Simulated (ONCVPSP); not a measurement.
**Varying the ONCV potential for titanium**

Base potential:

Ti (Z = 22), optimised norm-conserving Vanderbilt (ONCV), made with ONCVPSP 4.0.1 (PBEsol, scalar-relativistic). Core [Ne], reference 3s2 3p6 3d2 (charge +2). Waves: 3s: rc 0.95 bohr, ncon 4, nbas 7, qcut 7.9 1/bohr, 2 projectors, debl 0.9 Ha; 3p: rc 1.25 bohr, ncon 5, nbas 8, qcut 12.5 1/bohr, 2 projectors, debl 1.3 Ha; 3d: rc 1.70 bohr, ncon 3, nbas 7, qcut 10.7 1/bohr, 2 projectors, debl 0.3 Ha. Local part: polynomial inside 0.85 bohr (lpopt 5, dvloc0 0 Ha). Core correction: Teter function fitted to the true core (icmod 2), fcfact 0.5.

In the s channel the program set the typed energies aside and used -2.878, 0.250 Ha. In the p channel the program set the typed energies aside and used -2.008, 0.250 Ha. In the d channel the program set the typed energies aside and used -0.721, 0.250 Ha.

All-electron outer shells of the reference configuration (PBEsol, scalar-relativistic, ld1.x):

| shell | level (eV) | outermost node (bohr) | outermost maximum (bohr) |
| --- | --- | --- | --- |
| 3s | -78.33 | 0.40 | 0.87 |
| 3p | -54.64 | 0.37 | 0.90 |
| 3d | -19.62 | – | 0.97 |

Cutoffs, loose and tight: the cutoffs (Ha) at which the residual kinetic energy of the hardest occupied pseudo-wave falls to 1 and 0.1 mHa per electron. They do not see the model core or the augmentation charge, which bear on the density cutoff. Test errors are all-electron minus pseudo excitation energies from the reference, over the configurations 3s2 3p6 3d2 4s2; 3s2 3p6 3d2 4s1; 3s2 3p6 3d1; 3s2 3p6 3d2.5 4s1.5. A dash means not determined; rows that change the core or the reference have their own tests.

```tsv
change	outcome	cutoff, loose	cutoff, tight	bound ghosts	GHOST(+) flags above zero	largest test error (meV)
base	generated, projector energies reset by the program	56 Ha	121 Ha	none	s	+43
p: qcut 8.1	generated, projector energies reset by the program	56 Ha	121 Ha	none	s	+44
p: qcut 9.1	generated, projector energies reset by the program	56 Ha	121 Ha	none	s	+44
p: qcut 11.3	generated, projector energies reset by the program	56 Ha	121 Ha	none	s	+43
p: qcut 13	generated, projector energies reset by the program	56 Ha	121 Ha	none	s	+43
p: qcut 14.5	generated, projector energies reset by the program	56 Ha	121 Ha	none	s	+43
p: qcut 19	generated, projector energies reset by the program	56 Ha	121 Ha	none	s	+43
```

Task: What comes out with this change to the base: p: qcut 16.5?

Result: outcome: generated, projector energies reset by the program; cutoff, loose: 61 Ha; cutoff, tight: 121 Ha; bound ghosts: none; GHOST(+) flags above zero: s; largest test error (meV): +43.

Reading the sweep of the qcut of the p channel (base included, trends over the rows without a ghost): The loose cutoff stays near 56 Ha. The median size of the test errors (rows with all tests solved) stays near 1.9 meV.
